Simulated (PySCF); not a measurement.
# Electric field gradients and quadrupole coupling constants

C₇H₈S.
Z-matrix (Å and degrees, PBE0-D3(BJ)/def2-SVP geometry), rows numbered from 1:
```
C 
C   1  1.3327
C   2  1.5017  1  124.69
C   3  1.5012  2  112.41  1  -121.40
C   4  1.3730  3  128.21  2    76.64
C   5  1.4228  4  113.11  3  -177.41
C   6  1.3700  5  112.61  4     0.33
S   7  1.7170  6  111.24  5    -0.18
H   1  1.0930  2  121.46  3   179.52
H   1  1.0952  2  121.44  3    -0.54
H   2  1.0970  1  119.68  3  -178.92
H   3  1.1037  2  109.52  1   116.94
H   3  1.1019  2  109.68  1     0.41
H   5  1.0916  4  122.63  3     2.29
H   6  1.0911  5  124.14  4  -179.50
H   7  1.0892  6  128.36  5  -179.62
```

Field gradients from the PBE0/pcSseg-1 density (PySCF, non-relativistic), principal values in atomic units, ordered |Vxx| ≤ |Vyy| ≤ |Vzz|:

| atom | Vxx | Vyy | Vzz |
| --- | --- | --- | --- |
| S8 | -0.4054 | -1.3904 | 1.7958 |

Problem. Find the asymmetry η = (Vxx − Vyy)/Vzz and the couplings χ = eQV/h (234.96 MHz × Q in barn × V in au), with Q(33S) = −0.0678 b.

Solution. 
| atom | environment | nucleus | η | χzz (MHz) | χxx (MHz) | χyy (MHz) |
| --- | --- | --- | --- | --- | --- | --- |
| S8 | thiophene-type sulfur | 33S | 0.55 | -28.61 | 6.46 | 22.15 |

The tensor is traceless: Vxx + Vyy + Vzz = 0.

Problem. What is Vzz at S8 in SI units (1 au = 9.71736 × 10²¹ V/m²)?

Solution. 1.7958 au = 17.451 × 10²¹ V/m².

Problem. And the gradient at the other heavy atoms, for which no coupling is worked out here?

Solution. 
```json
{"atom": "C1", "environment": "terminal =CH2 carbon", "Vzz (au)": "0.273", "η": "0.48"}
{"atom": "C2", "environment": "alkene CH carbon", "Vzz (au)": "0.316", "η": "0.63"}
{"atom": "C3", "environment": "benzylic-type carbon", "Vzz (au)": "0.085", "η": "0.90"}
{"atom": "C4", "environment": "substituted aromatic carbon", "Vzz (au)": "-0.239", "η": "0.32"}
{"atom": "C5", "environment": "aromatic CH carbon", "Vzz (au)": "0.202", "η": "0.08"}
{"atom": "C6", "environment": "aromatic CH carbon", "Vzz (au)": "0.228", "η": "0.04"}
{"atom": "C7", "environment": "aromatic CH next to a ring sulfur", "Vzz (au)": "-0.235", "η": "0.42"}
```

Problem. What couplings would deuterons (Q(2H) = 0.00286 b) have in place of the hydrogens, at this geometry?

Solution. 
```tsv
atom	bonded to	bond length (Å)	Vzz (au)	η	χzz (kHz)
H9	C1	1.093	0.3076	0.06	207
H10	C1	1.095	0.3038	0.06	204
H11	C2	1.097	0.2959	0.07	199
H12	C3	1.104	0.2813	0.03	189
H13	C3	1.102	0.2851	0.02	192
H14	C5	1.092	0.3091	0.07	208
H15	C6	1.091	0.3102	0.07	208
H16	C7	1.089	0.3142	0.10	211
```

Geometry: PBE0-D3(BJ)/def2-SVP, one conformer, isolated molecule. With so small a basis the couplings can be 20 % off.

The run behind these numbers computed NMR shieldings as well. Hardware: one thread, x86-64 server, no GPU (shared host). Cost: 38 s wall, 33 s CPU.
